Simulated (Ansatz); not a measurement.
Two isomers of C3H5NSe: A = `CC1N=C[Se]1`, B = `C[Se]CC#N`.

Calculated with Ansatz (gas phase, PBE0-D4/def2-TZVP geometries, no zero-point term in ΔE). CBS: MP2 limit from def2 TZ/QZ plus the TZ coupled-cluster correction, frozen cores. DFT in def2-TZVPP. B3LYP here is the variant with VWN-RPA as its local correlation; programs differ in this. For Se outer-core shells are correlated without core-valence functions, which leaves a few kJ/mol of doubt a bond. Scalar relativity is left out up to krypton. One conformer a species, not always the lowest.

Q: Which isomer does CCSD(T)/CBS put lower? Give the gap. (Best estimate.)

A: The calculation gave: B, by 64.6 kJ/mol.

Q: Give E(B) − E(A) in kJ/mol with B3LYP, B2PLYP, PBE-D4, CCSD/def2-TZVPP, ωB97M-V, HF/def2-TZVPP, CCSD(T)/def2-TZVPP. (Estimate.)

A: Computed: B3LYP -72.3, B2PLYP -74.1, PBE-D4 -43.5, CCSD/def2-TZVPP -77.8, ωB97M-V -67.8, HF/def2-TZVPP -106.2, CCSD(T)/def2-TZVPP -70.1. None reverses the order clearly.

Largest T1 diagnostic: 0.012.

From PBE to PBE0 (25 % exact exchange), in def2-TZVPP and without D4, E(B) − E(A) moves by −4.1 kJ/mol. In def2-TZVPP, CCSD(T) changes the Hartree–Fock value by +36.1 kJ/mol (the triples alone add +7.7 kJ/mol) and MP2 by +34.7 kJ/mol.
